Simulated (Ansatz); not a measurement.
A nudged elastic band was laid between two geometries of C3H7BN2 (13 atoms, charge 0, multiplicity 1).

Level of theory: RKS r2SCANh-D4/def2-SVP in Ansatz.

```yaml
movable_images: 7
climbing_image: yes
spring: 5.0 eV/Å²
optimiser: quadratic models (default)
start_path: through a guess of the saddle point
force_threshold: 0.05 eV/Å
iteration_limit: 42
end_points: relaxed
```

First end point:

```xyz
13
Properties=species:S:1:pos:R:3
C -0.425 0.359 1.840
B 0.369 -0.351 0.719
C -0.028 -0.265 -0.812
N 1.072 -0.402 -1.744
C -0.833 0.919 -1.110
N -1.480 1.855 -1.336
H -1.435 0.691 1.563
H -0.437 -0.177 2.798
H 0.158 1.285 2.023
H 1.333 -1.043 0.964
H -0.759 -1.122 -0.816
H 0.754 -0.686 -2.666
H 1.732 -1.097 -1.408
```

Last end point:

```xyz
13
Properties=species:S:1:pos:R:3
C 0.074 -0.151 1.839
B 0.274 0.478 0.399
C -0.650 -0.035 -0.812
N 0.756 -0.550 -0.746
C -0.938 0.754 -1.971
N -1.159 1.414 -2.901
H -0.624 0.466 2.425
H -0.345 -1.171 1.821
H 1.015 -0.187 2.409
H 0.790 1.559 0.238
H -1.383 -0.825 -0.622
H 1.369 -0.239 -1.494
H 0.840 -1.548 -0.569
```

Question: What changes between the two ends?

Answer: Bonds formed: B2–N4. The height of N4 over the plane of its neighbours goes from -0.36 to -0.28 Å.

Question: What energy profile does the band end with?

Answer: The run converged. The highest image is number 5 of 0 to 8, 0.168 eV above the first end and 0.753 eV above the last; the last end lies 0.585 eV below the first. A vibrational analysis at the climbing image gives one clearly imaginary mode, 97i cm⁻¹: a first-order saddle point.

```tsv
image	path coordinate (Å)	energy (eV)	B2–N4 (Å)	height of N4 over the plane of its neighbours (Å)
0	0.00	0.000	2.56	-0.36
1	0.84	0.023	2.56	-0.37
2	1.68	0.047	2.56	-0.37
3	2.52	0.080	2.55	-0.37
4	3.36	0.140	2.53	-0.38
5	4.20	0.168	2.47	-0.39
6	5.08	0.085	2.23	-0.35
7	5.96	-0.384	1.73	-0.33
8	6.83	-0.585	1.61	-0.28
```

Question: What is the geometry of the highest image?

Answer: 
```xyz
13
Properties=species:S:1:pos:R:3
C -0.201 0.004 1.961
B 0.340 0.476 0.587
C -0.172 -0.175 -0.791
N 1.000 -0.747 -1.453
C -0.732 0.924 -1.570
N -1.204 1.811 -2.151
H -1.107 0.633 2.093
H -0.555 -1.036 1.993
H 0.445 0.221 2.820
H 1.131 1.379 0.477
H -1.005 -0.891 -0.627
H 0.764 -1.070 -2.389
H 1.316 -1.564 -0.936
```

Question: What are the harmonic wavenumbers there?

Answer: 97i, 108, 163, 200, 210, 314, 339, 500, 509, 574, 764, 820, 922, 936, 1003, 1023, 1113, 1147, 1212, 1294, 1339, 1357, 1407, 1453, 1650, 2373, 2652, 2963, 3009, 3117, 3184, 3533, 3625 cm⁻¹.

Run time: 9.9 min on 2 threads of Intel(R) Xeon(R) Platinum 8175M CPU @ 2.50GHz (Skylake/Cascade Lake) (shared host), peak memory 0.34 GiB.
